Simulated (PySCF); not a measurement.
## Basis and Hamiltonian dependence of the excitation energy of W²⁺

W²⁺ [Xe] 4f14 5d4 (5D) → W²⁺ [Xe] 4f14 5d3 6s1 (5F). Calculated with PySCF 2.14 from differences of total energies of unrestricted determinants, without spin-orbit coupling. Values in eV.

```json
{"basis": "aug-cc-pVDZ-PP with ECP60MDF", "Hamiltonian": "ECP", "functions": "54", "UHF": "1.369", "PBE": "1.225", "PBE0": "1.376", "MP2 (valence)": "1.445", "CCSD(T) (valence)": "1.440", "CCSD(T) (valence and next inner shell)": "n/a"}
{"basis": "def2-TZVPPD with the def2 core potential (60 electrons)", "Hamiltonian": "ECP", "functions": "59", "UHF": "1.289", "PBE": "1.163", "PBE0": "1.313", "MP2 (valence)": "1.407", "CCSD(T) (valence)": "1.403", "CCSD(T) (valence and next inner shell)": "1.242"}
{"basis": "aug-cc-pwCVDZ-PP with ECP60MDF", "Hamiltonian": "ECP", "functions": "70", "UHF": "1.298", "PBE": "1.196", "PBE0": "1.341", "MP2 (valence)": "1.408", "CCSD(T) (valence)": "1.405", "CCSD(T) (valence and next inner shell)": "1.151"}
{"basis": "aug-cc-pVTZ-PP with ECP60MDF", "Hamiltonian": "ECP", "functions": "88", "UHF": "1.269", "PBE": "1.144", "PBE0": "1.293", "MP2 (valence)": "1.377", "CCSD(T) (valence)": "1.371", "CCSD(T) (valence and next inner shell)": "n/a"}
{"basis": "x2c-TZVPPall", "Hamiltonian": "spin-free X2C", "functions": "97", "UHF": "1.337", "PBE": "1.109", "PBE0": "1.294", "MP2 (valence)": "1.838", "CCSD(T) (valence)": "1.886", "CCSD(T) (valence and next inner shell)": "n/a"}
{"basis": "ANO-RCC-VTZP", "Hamiltonian": "spin-free X2C", "functions": "104", "UHF": "1.362", "PBE": "1.076", "PBE0": "1.274", "MP2 (valence)": "1.456", "CCSD(T) (valence)": "1.454", "CCSD(T) (valence and next inner shell)": "n/a"}
{"basis": "x2c-TZVPPall with one added diffuse shell each of s, p, d, f type", "Hamiltonian": "spin-free X2C", "functions": "113", "UHF": "1.328", "PBE": "1.091", "PBE0": "1.277", "MP2 (valence)": "1.821", "CCSD(T) (valence)": "1.867", "CCSD(T) (valence and next inner shell)": "n/a"}
{"basis": "aug-cc-pVTZ-PP with one added diffuse shell each of s, p, d, f, g type with ECP60MDF", "Hamiltonian": "ECP", "functions": "113", "UHF": "1.270", "PBE": "1.144", "PBE0": "1.293", "MP2 (valence)": "1.377", "CCSD(T) (valence)": "n/a", "CCSD(T) (valence and next inner shell)": "n/a"}
{"basis": "aug-cc-pwCVTZ-PP with ECP60MDF", "Hamiltonian": "ECP", "functions": "122", "UHF": "1.271", "PBE": "1.146", "PBE0": "1.295", "MP2 (valence)": "1.389", "CCSD(T) (valence)": "n/a", "CCSD(T) (valence and next inner shell)": "n/a"}
{"basis": "aug-cc-pVQZ-PP with ECP60MDF", "Hamiltonian": "ECP", "functions": "135", "UHF": "1.268", "PBE": "1.142", "PBE0": "1.292", "MP2 (valence)": "1.390", "CCSD(T) (valence)": "n/a", "CCSD(T) (valence and next inner shell)": "n/a"}
{"basis": "ANO-R3", "Hamiltonian": "spin-free X2C", "functions": "137", "UHF": "1.313", "PBE": "n/a", "PBE0": "n/a", "MP2 (valence)": "n/a", "CCSD(T) (valence)": "n/a", "CCSD(T) (valence and next inner shell)": "n/a"}
{"basis": "x2c-QZVPPall", "Hamiltonian": "spin-free X2C", "functions": "144", "UHF": "1.292", "PBE": "n/a", "PBE0": "n/a", "MP2 (valence)": "n/a", "CCSD(T) (valence)": "n/a", "CCSD(T) (valence and next inner shell)": "n/a"}
```

**Question.** Estimate the row for def2-QZVPPD with the def2 core potential (60 electrons) (ECP, 84 functions).

**Answer.** From the rows with the same Hamiltonian and similar size; the calculation gives UHF 1.26; PBE 1.11; PBE0 1.26; MP2 (valence) 1.39; CCSD(T) (valence) 1.38; CCSD(T) (valence and next inner shell) 1.23 (eV).

Frozen in the all-electron rows: valence and next inner shell: [Kr] 4d10 4f14; valence: [Xe] 4f14; with a core potential, the same shells as far as they lie outside it.
